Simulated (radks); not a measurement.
The numbers below are computed, except where a source is named.
Problem. The mean radii <r> (bohr) of the occupied orbitals of an atom or ion are listed with their occupations. Code: a radial shooting solver on a logarithmic mesh with Libxc functionals. Model: non-relativistic Kohn-Sham, TASK exchange with Perdew-Wang LDA correlation, spin-polarised, spherical densities, point nucleus; meta-GGA in the generalised Kohn-Sham scheme.

| orbital | occ. | <r> |
|---|---|---|
| 1s up | 1 | 0.1042 |
| 1s down | 1 | 0.1042 |
| 2s up | 1 | 0.5206 |
| 2s down | 1 | 0.5203 |
| 2p up | 3 | 0.4843 |
| 2p down | 3 | 0.4835 |
| 3s up | 1 | 1.927 |
| 3s down | 1 | 1.994 |
| 3p up | 3 | 2.282 |

Name the element and its charge. Open shells, if any, are filled with parallel spins first.

Solution. Z = 15, phosphorus, charge 0: P in [Ne] 3s2 3p3. The 1s radius gives Z: for a bare nucleus <r> = 1.5/Z, 0.1 bohr for Z = 15, and screening makes it slightly larger (0.1042 here). The occupations add up to 15, and the charge is Z minus that.
